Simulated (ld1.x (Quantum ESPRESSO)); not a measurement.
## P: one change to a TM potential, before and after

ld1.x (Quantum ESPRESSO) 7.5 input, shortened:

```
&input
   title='P', zed=15., rel=1, dft='PW91', iswitch=3,
   config='[Ne] 3s1.75 3p3.25'
 /
 &inputp
   pseudotype=2, tm=.true., lloc=1,
   nlcc=.true., new_core_ps=.true., rcore=0.80
 /
2
3S  1  0   1.75   0.00  1.20  1.20  0.0
3P  2  1   3.25   0.00  1.60  1.60  0.0
 &test
   configts(1)='3s1.75 3p3.25'
 /
```

All-electron outer shells of the reference configuration (PW91, scalar-relativistic, ld1.x):

```json
{"shell": "2s", "level (eV)": "-174.45", "outermost node (bohr)": "0.14", "outermost maximum (bohr)": "0.42"}
{"shell": "2p", "level (eV)": "-125.06", "outermost node (bohr)": "–", "outermost maximum (bohr)": "0.36"}
{"shell": "3s", "level (eV)": "-14.20", "outermost node (bohr)": "0.65", "outermost maximum (bohr)": "1.58"}
{"shell": "3p", "level (eV)": "-5.69", "outermost node (bohr)": "0.64", "outermost maximum (bohr)": "1.83"}
```

Change: functional LDA (PZ).

Cutoffs: the cutoffs (Ry, on a coarse ladder) from which the occupation-weighted sum of valence levels, in a spherical-Bessel basis at the reference potential, stays within 10 and 1 mRy of its value at 400 Ry; they do not see the model core or the augmentation charge, which bear on the density cutoff. Errors are all-electron minus pseudo energies relative to the spin-unpolarised reference configuration.

Problem. How do hardness, ghosts and transferability respond?

Solution. The potential gets harder (45 Ry and 100 Ry → 50 Ry and 110 Ry); the number of tests with a reliable result goes from 7 to 9; of the 7 tests that both files solve, the error grows in 3 and shrinks in 0 by more than 15 % and 0.3 meV (median size 1.7 → 2.1 meV); neither file shows a bound ghost.

```csv
quantity,base,changed
"cutoff, loose",45 Ry,50 Ry
"cutoff, tight",100 Ry,110 Ry
bound ghosts,none,none
"error for 3s2 3p3, meV [ΔE -2.12 → -2.11 eV]",-0.1,-0.1
"error for 3s2 3p2, meV [ΔE 7.65 → 7.71 eV]",+1.7,+2.1
"error for 3s2 3p1, meV [ΔE 26.86 → 26.96 eV]",+18,+21
"error for 3s2 3p0, meV [ΔE 56.68 → 56.86 eV]",+65,+75
"error for 3s2 3p2.5, meV [ΔE 1.67 → 1.71 eV]",-0.1,0.0
"error for 3s2 3p3.3, meV [ΔE -3.44 → -3.45 eV]",+0.3,+0.2
"error for 3s1 3p0, meV [ΔE 108.78 → 109.04 eV]",+142,+159
s: phases at 1.75 bohr within 0.05 rad from the reference energy up to (Ry; the scan ends near 5),4.6,4.5
p: phases at 1.75 bohr within 0.05 rad from the reference energy up to (Ry; the scan ends near 5),to the end of the scan,to the end of the scan
```
